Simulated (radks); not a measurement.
Values are calculated unless marked as measured or tabulated.
Task: The table gives one normalised radial function P(r) = r R(r) of He+ in 1s1 (r in bohr). Level of theory: scalar-relativistic Kohn-Sham, PBE, spin-polarised, spherical densities, finite nucleus; open shells are filled with parallel spins first; Gaussian nuclear charge, rms radius 1.6755 fm (a radial shooting solver on a logarithmic mesh with Libxc functionals).

| r | P |
|---|---|
| 0.03951 | 0.2082 |
| 0.04246 | 0.2224 |
| 0.046 | 0.2392 |
| 0.04943 | 0.2552 |
| 0.05355 | 0.2742 |
| 0.05755 | 0.2923 |
| 0.06234 | 0.3135 |
| 0.067 | 0.3338 |
| 0.07258 | 0.3575 |
| 0.07799 | 0.3800 |
| 0.08449 | 0.4062 |
| 0.0908 | 0.4309 |
| 0.09836 | 0.4597 |
| 0.1057 | 0.4867 |
| 0.1145 | 0.5178 |
| 0.1231 | 0.5469 |
| 0.1333 | 0.5802 |
| 0.1433 | 0.6109 |
| 0.1552 | 0.6459 |
| 0.1668 | 0.6779 |
| 0.1807 | 0.7139 |
| 0.1942 | 0.7464 |
| 0.2103 | 0.7823 |
| 0.226 | 0.8143 |
| 0.2448 | 0.8489 |
| 0.2631 | 0.8790 |
| 0.285 | 0.9106 |
| 0.3063 | 0.9372 |
| 0.3318 | 0.9640 |
| 0.3566 | 0.9851 |
| 0.3863 | 1.0048 |
| 0.4151 | 1.0185 |
| 0.4497 | 1.0288 |
| 0.4833 | 1.0332 |
| 0.5236 | 1.0319 |
| 0.5626 | 1.0251 |
| 0.6095 | 1.0106 |
| 0.655 | 0.9913 |
| 0.7096 | 0.9628 |
| 0.7625 | 0.9308 |
| 0.826 | 0.8885 |
| 0.8877 | 0.8447 |
| 0.9616 | 0.7904 |
| 1.033 | 0.7372 |
| 1.119 | 0.6743 |
| 1.203 | 0.6153 |
| 1.303 | 0.5484 |
| 1.401 | 0.4881 |
| 1.517 | 0.4223 |
| 1.63 | 0.3651 |
| 1.766 | 0.3051 |
| 1.898 | 0.2551 |
| 2.056 | 0.2047 |
| 2.21 | 0.1645 |
| 2.394 | 0.1258 |
| 2.572 | 0.0964 |
| 2.787 | 0.0698 |
| 2.995 | 0.0507 |

Which n and l does it have? It may be an empty orbital.

Result: n = 1, l = 0: the number of nodes gives n - l - 1 = 0, the rise at small r (about r^(l+1)) gives l, and the extent must fit the shell. The curve is that of 1s up; the table hardly tells the two spins apart. 1s up: eigenvalue -42.041 eV, 0 radial nodes, <r> = 0.761 bohr, 90 % of the charge inside 1.36 bohr.
